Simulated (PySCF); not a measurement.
SeCl4, SMILES Cl[Se](Cl)(Cl)Cl. The structure is a stationary point at PBE-D3(BJ)/def2-SVP. The isomer is the one that the SMILES or the coordinates give; other isomers of the formula were not compared.

Q: Give the equilibrium geometry at PBE-D3(BJ)/def2-SVP (PySCF confirms it by a frequency run) as Cartesian coordinates in Å, and its point group. (Estimate from the structure and the level; the computed values follow.)

A: point group C2v.
```xyz
5

Se     0.0000     0.0000     0.3858
Cl     1.7217     0.0000    -1.0117
Cl     0.0000     2.3434     0.6259
Cl    -1.7217     0.0000    -1.0117
Cl     0.0000    -2.3434     0.6259
```
